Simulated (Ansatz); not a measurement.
Total energies of C$_{4}$H$_{3}$F$_{5}$ (`FC/C(F)=C\C(F)(F)F`).

```xyz
12

F     0.582    1.545    2.027
C     0.390    1.384    0.674
C    -0.770    0.484    0.435
F    -1.899    0.963    0.952
C    -0.805   -0.662   -0.227
C     0.396   -1.305   -0.837
F     1.378   -1.524    0.050
F     0.065   -2.485   -1.366
F     0.934   -0.564   -1.822
H     1.299    0.980    0.230
H     0.175    2.367    0.241
H    -1.744   -1.183   -0.359
```

Total charge 0; spin multiplicity 1. The geometry is a stationary point of PBE0-D4/def2-TZVP. It is one conformer, not always the lowest. Basis def2-TZVPP, Ansatz 0.2.0.

RPA on PBE orbitals: Hartree–Fock energy of these orbitals -650.55811 Eh, correlation -2.83746 Eh (frozen core).

```
             functional                                       kind  energy without D4 (Eh)  D4 term (kJ/mol)
            LDA (SPW92)                                        LDA              -649.15100                 –
                    PBE                                        GGA              -653.04407             -24.6
                 revPBE                                        GGA              -653.48661             -84.2
                   BLYP                                        GGA              -653.60689             -54.8
                 r2SCAN                                   meta-GGA              -653.41627              -6.5
                 B97M-V                         meta-GGA with VV10              -653.53153                 –
                   PBE0         global hybrid, 25 % exact exchange              -653.05063             -20.7
                  B3LYP                        global hybrid, 20 %              -653.70410             -39.0
                r2SCANh                      meta-GGA hybrid, 10 %              -653.38050              -6.8
                r2SCAN0                      meta-GGA hybrid, 25 %              -653.32925              -7.4
HSE06 (plane-wave form)                            screened hybrid              -653.02277             -19.0
                  BHLYP                        global hybrid, 50 %              -653.42812             -26.7
              CAM-B3LYP                     range-separated hybrid              -653.51765             -20.6
                LC-ωPBE                long-range corrected hybrid              -653.33196                 –
                ωB97X-V       range-separated hybrid GGA with VV10              -653.49785                 –
                ωB97M-V  range-separated hybrid meta-GGA with VV10              -653.53578                 –
                 B2PLYP                              double hybrid              -653.30753                 –
               PBE-QIDH                              double hybrid              -652.96395                 –
```

B3LYP takes the VWN-RPA correlation (the form of Gaussian; ORCA's B3LYP/G). HSE06 is the plane-wave form, built on full-range PBE exchange. The double hybrids freeze the cores in their second-order part.

LC-ωPBE has ω = 0.4 bohr⁻¹.
